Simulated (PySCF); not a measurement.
Compound: C₅H₁₅ClSi₂.
Bonds: C1–Si2, Si2–C3, Si2–C4, Si2–Si5, Si5–C6, Si5–C7, Si5–Cl8. Hydrogens: H9, H10, H11 on C1; H12, H13, H14 on C3; H15, H16, H17 on C4; H18, H19, H20 on C6; H21, H22, H23 on C7.

Computed, not measured: PBE0-D3(BJ)/def2-SVP geometry optimisation, gas phase in PySCF 2.14.0.

Task: What internal coordinates does the optimisation give?

Result: 
```tsv
bond	length (bohr)	order
C1–Si2, Si2–C3, Si2–C4	3.564	single
Si2–Si5	4.432	single
Si5–C6, Si5–C7	3.547	single
Si5–Cl8	3.992	single
C1–H9 and 8 like bonds	2.082	single
C6–H18 and 5 like bonds	2.081	single
```

Bonds in one row agree within 0.02 bohr and their mean is given. Orders are formal, as drawn. A selection of angles:
```tsv
angle	degrees
C1–Si2–C3	110.3
C1–Si2–Si5	107.0
C3–Si2–Si5	111.5
Si2–Si5–C6	114.4
Si2–Si5–Cl8	103.2
C6–Si5–C7	110.5
C6–Si5–Cl8	107.0
```

Torsions: C1–Si2–Si5–C6 -175° (antiperiplanar).

Si2 (four-coordinate silicon) is tetrahedral (angles from 107.0° to 111.5°). Si5 (chlorine-bound silicon) is distorted tetrahedral (angles from 103.2° to 114.4°).

Point group: Cs (every atom within 0.08 Å of its image). No frequency check.

Time: 3.2 min wall; peak memory 1.2 GiB. Hardware: an Arm Neoverse V2 with one thread, shared host. This is the geometry optimisation.
